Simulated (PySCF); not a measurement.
SMILES CB(F)C(C)C, GFN2-xTB optimised geometry.

```
16

B      0.66     0.56     0.00
F      1.99     0.56     0.00
C     -0.08     1.95     0.00
H     -0.59     2.11    -0.95
H      0.61     2.78     0.15
H     -0.85     2.00     0.77
C     -0.05    -0.87    -0.03
C     -1.58    -0.83     0.02
C      0.49    -1.78     1.08
H      0.23    -1.34    -0.98
H     -1.99    -1.83    -0.06
H     -1.91    -0.40     0.97
H     -1.98    -0.22    -0.79
H      1.57    -1.84     1.03
H      0.08    -2.78     0.99
H      0.21    -1.39     2.06
```

Density from PBE0/def2-TZVP (PySCF) at that geometry.

Minimum of the electron density along straight lines between bonded atoms, close to the bond critical point (lines longer than 1.1 times the sum of covalent radii, or with two minima, are not listed):

```csv
bond,length / Å,ρ at the minimum / e bohr⁻³,∇²ρ there / e bohr⁻⁵,position (fraction from the first atom)
B1–F2,1.327,0.199,?,0.34
B1–C3,1.578,0.188,?,0.33
C3–H4,1.089,0.270,-0.89,0.64
C3–H5,1.087,0.276,-0.93,0.64
C3–H6,1.087,0.273,-0.91,0.64
B1–C7,1.595,0.189,-0.41,0.33
C7–C8,1.530,0.242,-0.59,0.50
C7–C9,1.538,0.236,?,0.50
C7–H10,1.099,0.270,-0.89,0.63
C8–H11,1.088,0.279,-0.95,0.64
C8–H12,1.088,0.279,-0.95,0.64
C8–H13,1.087,0.279,-0.96,0.64
C9–H14,1.087,0.281,-0.97,0.64
C9–H15,1.088,0.279,-0.95,0.64
C9–H16,1.088,0.279,-0.95,0.64
```

**Question.** What belongs in the gaps?

**Answer.** 
- B1–F2, ∇²ρ there / e bohr⁻⁵: 1.28
- B1–C3, ∇²ρ there / e bohr⁻⁵: -0.35
- C7–C9, ∇²ρ there / e bohr⁻⁵: -0.55
